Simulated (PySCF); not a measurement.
CH₉ClOSi₃, SMILES [Si@H]([SiH2][SiH2]O)(C)Cl.

Coordinates come from a PBE0-D3(BJ)/def2-SVP optimisation. The structure was generated by enumeration; whether it is a known compound was not checked. Other conformers were not sampled.

These are TDA-PBE0/def2-SVPD in PySCF values and carry that method's errors.

Vertical excitations. The molecule is in vacuum.

```json
[
 {"state": "S1", "energy (eV)": "6.06", "λ (nm)": "205", "f": "0.027", "main pairs": "HOMO→LUMO 82 %"},
 {"state": "S2", "energy (eV)": "6.39", "λ (nm)": "194", "f": "0.039", "main pairs": "HOMO→LUMO+1 79 %"},
 {"state": "S3", "energy (eV)": "6.48", "λ (nm)": "191", "f": "0.023", "main pairs": "HOMO→LUMO+2 79 %"},
 {"state": "S4", "energy (eV)": "6.59", "λ (nm)": "188", "f": "0.006", "main pairs": "HOMO−1→LUMO 80 %"},
 {"state": "S5", "energy (eV)": "6.77", "λ (nm)": "183", "f": "0.001", "main pairs": "HOMO−2→LUMO 73 %, HOMO−1→LUMO 12 %"},
 {"state": "S6", "energy (eV)": "6.96", "λ (nm)": "178", "f": "0.028", "main pairs": "HOMO−3→LUMO 44 %, HOMO−1→LUMO+1 24 %, HOMO−3→LUMO+1 19 %"},
 {"state": "T1", "energy (eV)": "5.33", "λ (nm)": "233", "f": "0", "main pairs": "HOMO→LUMO 80 %"},
 {"state": "T2", "energy (eV)": "5.68", "λ (nm)": "218", "f": "0", "main pairs": "HOMO→LUMO+1 58 %, HOMO−1→LUMO 15 %, HOMO→LUMO+2 14 %"}
]
```
Triplets are in the Tamm–Dancoff approximation.
